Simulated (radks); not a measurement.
O II, configuration [He] 2s2 2p3 (the NIST ground configuration). Calculated with a radial shooting solver on a logarithmic mesh with Libxc functionals: Dirac Kohn-Sham, relativistic LDA (MacDonald-Vosko exchange, VWN5 correlation), spin-unpolarised, spherical densities, finite nucleus; open shells fill j = l - 1/2 first; Fermi nuclear charge, rms radius 2.6991 fm.

Normalised radial functions P(r) = r R(r) (large component), r in bohr:

```
   r/bohr * 3p1/2 (the largest magnitude, 0.473, reaches the edge; | marks zero)
 0.007132                             *
 0.008042                             *
  0.00914                             *
  0.01039                             *
  0.01171                             *
  0.01331                             *
  0.01513                             *
  0.01706                             *
  0.01939                             *
  0.02204                             *
  0.02504                             *
  0.02824                             *
  0.03209                             *
  0.03648                             *
  0.04113                             *
  0.04674                             *
  0.05312                             |*
   0.0599                             |*
  0.06808                             |*
  0.07737                             |*
  0.08724                             |*
  0.09915                             | *
   0.1127                             | *
   0.1271                             |  *
   0.1444                             |  *
   0.1641                             |   *
   0.1851                             |    *
   0.2103                             |    *
    0.239                             |     *
   0.2695                             |      *
   0.3063                             |       *
   0.3482                             |        *
   0.3957                             |         *
   0.4461                             |          *
   0.5071                             |           *
   0.5763                             |           *
   0.6498                             |            *
   0.7385                             |           *
   0.8394                             |          *
   0.9464                             |         *
    1.076                             |       *
    1.222                             |    *
    1.378                             | *
    1.567                           * |
     1.78                       *     |
    2.007                   *         |
    2.282              *              |
    2.593          *                  |
    2.924      *                      |
    3.323    *                        |
    3.777  *                          |
    4.258  *                          |
     4.84   *                         |
    5.501     *                       |
    6.252         *                   |
    7.049            *                |
    8.012                *            |
    9.106                    *        |
    10.27                       *     |
    11.67                         *   |
    13.26                           * |
    14.95                            *|
    16.99                             *
```

3p1/2 (empty): eigenvalue -3.717 eV, 1 radial node at r = 1.47 bohr, <r> = 4.98 bohr, 90 % of the charge inside 7.70 bohr.
